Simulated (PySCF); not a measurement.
## Radial density of Cd⁺ (cadmium, charge +1)

UHF, [Kr] 4d10 5s1, 2S determinant. Computed with PySCF 2.14 in def2-TZVP with the def2 core potential (28 electrons) (6s4p3d1f, 40 functions), with scalar relativity through the core potential. This is the valence pseudo-density: the core potential removes the inner electrons and smooths the orbitals near the nucleus.

```
r (bohr)  4πr²ρ (e/bohr)  4πr²(ρα − ρβ)
  0.0290       1.276e-05         0.0000
  0.0489       5.376e-05         0.0000
  0.0822       0.0003815         0.0000
   0.138        0.004485         0.0000
   0.232         0.07022        -0.0001
   0.391           1.534         0.0040
   0.658           14.76         0.0247
    1.11           16.14        -0.0545
    1.86           3.527         0.4013
    3.13          0.4972         0.3398
    5.26         0.03004         0.0292
    8.86       0.0002664         0.0003
```

Energies and moments cover only the electrons outside the core potential.

Where is the radial spin density 4πr²(ρα − ρβ) most negative, and why is it negative at all?

Around r = 1.11 bohr, down to -0.0545 e/bohr: exchange with the open shell polarises the paired shells in an unrestricted calculation.
